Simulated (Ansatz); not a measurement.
C₂H₉AlO (`C[O+](C)[AlH3-]`) at its PBE0-D4/def2-TZVP geometry, where that method's forces vanish. The species carries charge 0 and has multiplicity 1.

```xyz
13

C     1.2261    0.7966    0.0633
O    -0.0974    0.3222   -0.1693
C    -0.9846    0.5793    0.9158
Al   -0.2801   -1.4220   -1.0907
H     1.8048    0.5676   -0.8293
H     1.1974    1.8760    0.2278
H     1.6606    0.2929    0.9313
H    -1.0373    1.6563    1.0896
H    -0.6369    0.0671    1.8174
H    -1.9605    0.1975    0.6228
H     0.7015   -1.1446   -2.3223
H    -1.8618   -1.4025   -1.3257
H     0.2682   -2.3864    0.0694
```

What forces (eV/Å) does ωB97M-V/def2-TZVPP give on these atoms in Ansatz 0.2.0? (An estimate is asked.)

The calculation gave: 
```
C1   0.294  0.097  0.026
O2  -0.062 -0.080 -0.182
C3  -0.213  0.047  0.221
Al4 -0.018 -0.097 -0.070
H5  -0.036  0.030  0.084
H6  -0.002 -0.095 -0.011
H7  -0.046  0.039 -0.069
H8   0.011 -0.094 -0.015
H9  -0.019  0.042 -0.079
H10  0.077  0.041  0.041
H11 -0.083 -0.022  0.113
H12  0.140  0.001  0.026
H13 -0.043  0.091 -0.086
```
